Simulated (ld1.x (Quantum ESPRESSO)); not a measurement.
# Before and after: ultrasoft potential for O (Z = 8)

| Property | Result |
| --- | --- |
| Element | O (Z = 8) |
| Generator | ld1.x (Quantum ESPRESSO) 7.5 |
| Type | ultrasoft |
| Functional | PBEsol |
| Relativity | scalar-relativistic |
| Frozen core | [He] |
| Valence charge | 6 |
| Reference configuration | 2s2 2p3 (charge +1) |
| Partial waves | 2s (bound): rcut 0.80, rcutus 1.05 bohr; 2s channel at -2.25 Ry: rcut 0.80, rcutus 1.05 bohr; 2p (bound): rcut 1.50, rcutus 2.05 bohr; 2p channel at -1.25 Ry: rcut 1.50, rcutus 2.05 bohr; 3d channel at 0.45 Ry: rcut 1.90, rcutus 2.05 bohr; 3d channel at 1 Ry: rcut 1.90, rcutus 2.05 bohr |
| Local potential | all-electron potential smoothed inside 0.85 bohr (lloc = -1) |
| Core correction | Bessel-smoothed model core inside 1.05 bohr |
| Augmentation charge | PSQ, inside the norm-conserving radii |

All-electron outer shells of the reference configuration (PBEsol, scalar-relativistic, ld1.x):

```csv
shell,level (eV),outermost node (bohr),outermost maximum (bohr)
2s,-39.48,0.28,0.86
2p,-24.36,–,0.79
```

Change: augmentation PSQ, radius 0.60 bohr.

Cutoffs: the cutoffs (Ry, on a coarse ladder) from which the occupation-weighted sum of valence levels, in a spherical-Bessel basis at the reference potential, stays within 10 and 1 mRy of its value at 400 Ry; they do not see the model core or the augmentation charge, which bear on the density cutoff. Errors are all-electron minus pseudo energies relative to the spin-unpolarised reference configuration.

**Question.** How do hardness, ghosts and transferability respond?

**Answer.** The potential gets neither clearly harder nor softer (25 Ry and 40 Ry → 25 Ry and 40 Ry); of the 7 tests that both files solve, the error grows in 1 and shrinks in 6 by more than 15 % and 0.3 meV (median size 264.4 → 16.5 meV); neither file shows a bound ghost.

| quantity | base | changed |
| --- | --- | --- |
| cutoff, loose | 25 Ry | 25 Ry |
| cutoff, tight | 40 Ry | 40 Ry |
| bound ghosts | none | none |
| error for 2s2 2p4, meV [ΔE -16.36 eV] | -351 | -16 |
| error for 2s2 2p2, meV [ΔE 33.48 eV] | -264 | -35 |
| error for 2s2 2p1, meV [ΔE 87.18 eV] | -213 | -66 |
| error for 2s2 2p0, meV [ΔE 163.83 eV] | +742 | +320 |
| error for 2s0 2p6, meV [ΔE 13.39 eV] | -616 | -3.8 |
| error for 2s2 2p3.5, meV [ΔE -10.11 eV] | -93 | -5.6 |
| error for 2s1 2p4, meV [ΔE 15.14 eV] | +0.1 | +5.7 |
| s: phases at 2.26 bohr within 0.05 rad from the reference energy up to (Ry; the scan ends near 5) | to the end of the scan | to the end of the scan |
| p: phases at 2.26 bohr within 0.05 rad from the reference energy up to (Ry; the scan ends near 5) | -0.1 | -0.1 |
| d: phases at 2.26 bohr within 0.05 rad from the reference energy up to (Ry; the scan ends near 5) | 1.6 | 1.6 |
| lowest overlap eigenvalue by channel | s 0.55, p 0.50, d 0.86 | s 0.55, p 0.50, d 0.86 |
